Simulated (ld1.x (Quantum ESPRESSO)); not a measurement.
## Which change was made? (Rh, TM)

```json
{
  "Element": "rhodium",
  "Generator": "ld1.x (Quantum ESPRESSO) 7.5",
  "Type": "norm-conserving Troullier–Martins (Kleinman–Bylander form)",
  "Functional": "revPBE",
  "Relativity": "scalar-relativistic",
  "Frozen core": "[Kr]",
  "Valence charge": "9",
  "Reference configuration": "4d8 5s0.5 5p0 (charge +0.5)",
  "Partial waves": "5p (bound, empty): rc 2.85 bohr; 4d (bound): rc 2.05 bohr; 4f channel at 0.05 Ry: rc 2.45 bohr; 5s (bound): rc 2.30 bohr",
  "Local potential": "the s channel",
  "Core correction": "a·sin(br)/r model core, default radius (core density twice the valence density)"
}
```

Cutoffs, loose and tight: the cutoffs (Ry, on a coarse ladder) from which the occupation-weighted sum of valence levels, in a spherical-Bessel basis at the reference potential, stays within 10 and 1 mRy of its value at 400 Ry. They do not see the model core or the augmentation charge, which bear on the density cutoff. Test errors are all-electron minus pseudo excitation energies from the reference, over the configurations 4d8 5s1 5p0; 4d8 5s0 5p0; 4d7 5s0 5p0; 4d9 5s0 5p0; 4d8 5s0 5p1; 4d8.5 5s0.5 5p0; 4d7 5s2 5p0; variants that change the core or the reference have their own tests.

The base gives: outcome: generated; cutoff, loose: 50 Ry; cutoff, tight: 55 Ry; bound ghosts: none; largest test error (meV): -161.

Task: After one change the result is: outcome: generated; cutoff, loose: 50 Ry; cutoff, tight: 80 Ry; bound ghosts: none; largest test error (meV): -121. Which change was it?
A. wave 5s (bound): rc 2.30 bohr becomes 5s (bound): rc 1.70 bohr
B. local potential the d channel
C. wave 4d (bound): rc 2.05 bohr becomes 4d (bound): rc 2.46 bohr

Result: A. The others give: wave 4d (bound): rc 2.05 bohr becomes 4d (bound): rc 2.46 bohr → outcome: generated; cutoff, loose: 40 Ry; cutoff, tight: 55 Ry; bound ghosts: none; largest test error (meV): -136 | local potential the d channel → outcome: generated; cutoff, loose: 50 Ry; cutoff, tight: 55 Ry; bound ghosts: s, p; largest test error (meV): -110.
